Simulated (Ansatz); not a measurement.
Input for Ansatz (an electronic-structure program): R-CCSD(T)/aug-cc-pVTZ on selenium dioxide (SMILES O=[Se]=O), atoms moved off the minimum. The run froze 16 orbitals, filled d shells among them.

Ansatz 0.2 input:
```yaml
crystal:
  periodic: [false, false, false]
  atoms:
    - {symbol: O, position_ang: [-1.28857879, -0.74842234, 0.01474820]}
    - {symbol: Se, position_ang: [0.00770121, 0.31325500, 0.01937452]}
    - {symbol: O, position_ang: [1.48610549, -0.39089198, -0.00026605]}
basis:
  gaussian:
    orbitals: aug-cc-pVTZ
magnetization: {spin_polarized: false}
correlation: {method: ccsd_t, electrons: outside_noble_gas}
scf: {lower_state_search: off}
output: {forces: true}
```

Output:

```
WARN ansatz: RAYON_NUM_THREADS=1 ignored (pool sized by the plan → 1); use --threads N
Functional definition: HF
these checks for a lower state are left out or cut short: starts, cluster_reference, orbital_swaps, neighbouring_geometries, increment
integrals: 0.36 GiB planned
938 factors; integrals over basis functions are off by at most 6.3e-4 eV
mean field: 0.42 GiB planned
mean field evaluation 1: about -69370.9043 eV, gradient 5.5e1 eV
mean field evaluation 2: about -69371.0479 eV, gradient 5.5e1 eV
mean field evaluation 4: about -69376.8266 eV, gradient 3.5e0 eV
mean field evaluation 8: about -69376.8957 eV, gradient 1.1e0 eV
mean field evaluation 16: about -69376.9007 eV, gradient 2.1e-6 eV
mean field -69376.90068115 eV, -2549.5540746799 hartree, gradient 2.0e-6 eV, S^2 0.000000; 0 other end points of the search recorded, 0 dependent functions left out; unrestricted orbitals would lower it
16 core orbitals not correlated
reference -69376.90068115 eV, -2549.5540746799 hartree; 9, 9 occupied and 126, 126 virtual orbitals, 938 factors
densities: 1.38 GiB planned
second order -18.97108324 eV of doubles, -0.00000000 eV of singles
coupled cluster: 0.84 GiB planned
cycle   1  -17.08471953 eV  change     1.9e0 eV  update   2.1e-1
cycle   2  -18.05346427 eV  change   -9.7e-1 eV  update   1.2e-1
cycle   3  -18.27965946 eV  change   -2.3e-1 eV  update   3.5e-2
cycle   4  -18.25819580 eV  change    2.1e-2 eV  update   1.4e-2
cycle   5  -18.25386867 eV  change    4.3e-3 eV  update   6.0e-3
cycle   6  -18.25736390 eV  change   -3.5e-3 eV  update   2.7e-3
cycle   7  -18.25648442 eV  change    8.8e-4 eV  update   1.1e-3
cycle   8  -18.25534082 eV  change    1.1e-3 eV  update   4.2e-4
cycle   9  -18.25552679 eV  change   -1.9e-4 eV  update   2.1e-4
cycle  10  -18.25566905 eV  change   -1.4e-4 eV  update   1.1e-4
cycle  11  -18.25552834 eV  change    1.4e-4 eV  update   6.0e-5
cycle  12  -18.25556069 eV  change   -3.2e-5 eV  update   2.7e-5
cycle  13  -18.25558193 eV  change   -2.1e-5 eV  update   1.4e-5
cycle  14  -18.25558117 eV  change    7.6e-7 eV  update   5.8e-6
cycle  15  -18.25558730 eV  change   -6.1e-6 eV  update   2.9e-6
perturbative correction -1.18953220 eV, -0.0437145020 hartree
the calculation of the forces begins
Total energy: -69396.34580065 eV, -2550.2686696411 hartree
Atom 0 at    -1.288579    -0.748422     0.014748 Å, force     1.781149     1.345954     0.004889 eV/Å
Atom 1 at     0.007701     0.313255     0.019375 Å, force    -0.933569    -1.650708    -0.014861 eV/Å
Atom 2 at     1.486105    -0.390892    -0.000266 Å, force    -0.847580     0.304754     0.009973 eV/Å
Dipole moment:    -0.042163     0.558574     0.007567 e Å
Checks for a lower state left out: starts, cluster_reference, orbital_swaps, neighbouring_geometries, increment
```

Self-consistency was reached.

Cost: about 110 core-seconds (a rough figure).
